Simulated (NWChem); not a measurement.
System: C₂H₇S cation; SMILES CC[SH2+]

```xyz
10

C      0.3499    -1.6839     0.0000
C     -0.6648    -0.5614     0.0000
S      0.0497     1.1574     0.0000
H      0.9900    -1.6756    -0.9046
H      0.9900    -1.6756     0.9046
H     -0.2096    -2.6422     0.0000
H     -1.3216    -0.5405    -0.8950
H     -1.3216    -0.5405     0.8950
H      0.9834     1.0144     0.9973
H      0.9834     1.0144    -0.9973
```
Atoms are numbered in this order, from 1.

Results from NWChem. Pople sets run with spherical d functions. The geometry was optimised at PBE-D3(BJ)/def2-SVP. B3LYP is NWChem's, with the RPA form of VWN correlation. Vertical excitations in the gas phase; the lowest state need not have the same character in each row.

For level LDA (Slater exchange, VWN5)/6-31+G*, TDA:

```yaml
lowest excitation, singlet (eV): 6.82
lowest state with f > 0.02, singlet (eV): 7.13
orbital gap (eV): 6.72
```

Task: What are these values for level B3LYP/6-31+G*, TDA?

Result: The lowest excitation, singlet (eV) is 7.75 and the lowest state with f > 0.02, singlet (eV) is 7.85. The orbital gap (eV) is 8.70.
